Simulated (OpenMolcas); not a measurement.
## Xe4+: effect of the basis set

```yaml
Program: OpenMolcas
Method: RASSCF
Active_space: 2 electrons in 9 orbitals (RAS2 5p; RAS3 5d 6s, at most 1 electron)
State_averaging: 2S+1 = 3 even, 3 roots; 2S+1 = 1 even, 6 roots; 2S+1 = 3 odd, 18 roots; 2S+1 = 1 odd, 18 roots
Spin-orbit_coupling: RASSI with atomic mean-field integrals over the reference wave functions, term energies averaged over their components
```

A. ANO-RCC-VQZP [8s7p5d3f2g], DKH2, point nucleus; cost roughly 21 core-seconds
B. ANO-R3 [8s7p5d4f3g2h], X2C, finite nucleus; cost roughly 40 core-seconds
C. ANO-RCC [10s9p8d5f3g], DKH2, point nucleus; cost roughly 80 core-seconds

Energies in eV above 5s² 5p² ³P₀, the measured ground level; measured values from Saloman, J. Phys. Chem. Ref. Data 33, 765 (2004).

```tsv
Level	A	B	C	Measured
5s² 5p² ³P₀	0.0000	0.0000	0.0000	0.0000
5s² 5p² ³P₁	0.9386	0.9305	0.9439	1.1520
5s² 5p² ³P₂	1.6211	1.6105	1.6301	1.7515
5s² 5p² ¹D₂	3.4877	3.4713	3.5023	3.5225
5s² 5p² ¹S₀	5.9574	5.9417	5.9765	5.5136
5s² 5p 5d ³F°₂	18.7990	18.8429	18.7854	19.4044
5s² 5p 5d ³F°₃	19.5385	19.5836	19.5045	19.9156
5s² 5p 5d ¹D°₂ [62 %]	20.1538	20.2046	20.1363	
5s² 5p 5d ³F°₄	20.5244	20.5598	20.5030	21.0524
5s² 5p 5d ³D°₁ [65 %]	21.1706	21.2607	21.0665	
5s² 5p 5d ³P°₀	22.2484	22.3185	22.1840	
5s² 5p 5d ³P°₁ [70 %]	22.3280	22.4005	22.2564	
5s² 5p 5d ³D°₃	22.3282	22.4101	22.2279	
5s² 5p 5d ³D°₂ [58 %]	22.4199	22.4952	22.3368	
5s² 5p 6s ³P°₀	24.1801	24.4209	24.0399	24.0570
5s² 5p 5d ¹P°₁ [51 %]	24.8630	25.0396	24.6500	
5s² 5p 5d ¹F°₃	25.1375	25.2945	24.8475	24.0700
5s² 5p 6s ³P°₂	25.7972	26.0279	25.6719	25.9212
5s² 5p 6s ¹P°₁	26.4595	26.6400	26.2672	26.4136
```

Deviations, from unrounded energies. A percentage is the sum of absolute deviations over the sum of measured energies, with the sign that they share, or ± where signs differ.

```
                        Against measurement  Levels      A      B      C
             mean absolute deviation (cm-1)      11   2700   3000   2600
      fine structure of the ground term (%)       2  -11.8  -12.5  -11.3
other terms of the ground configuration (%)       2   ±5.3   ±5.3   ±5.3
                   other configurations (%)       7   ±1.8   ±2.1   ±1.7
```

A, C lie about equally close to measurement and B furthest from it. The largest miss of C in the table is 5s² 5p 5d ¹F°₃, by +6300 cm-1. The ranking rests on the paired levels alone, and a cruder setting can come out closer through cancelling errors.

Among A to C the level of the table that moves most is 5s² 5p 5d ¹F°₃, by 3600 cm-1 (lowest in C, highest in B).

ANO sets are built for valence states and can reach diffuse excited orbitals poorly, and with the s shell closed the s pⁿ⁺¹ terms that mix with these levels are absent. With the s shell closed, the reference lacks s² → p² mixing. Computed and measured levels are paired by configuration, term and J; levels that our copy of the source lacks, or whose pairing is in doubt (as where it misses far off the trend of its configuration), stay unpaired and out of the deviations. Levels of configurations outside the active space are missing. The table leaves out levels that lie high or whose names do not pair safely across all columns.

A share in square brackets marks a mixed level and gives the weight of the term that names it, the lowest over the columns. ° marks odd parity.
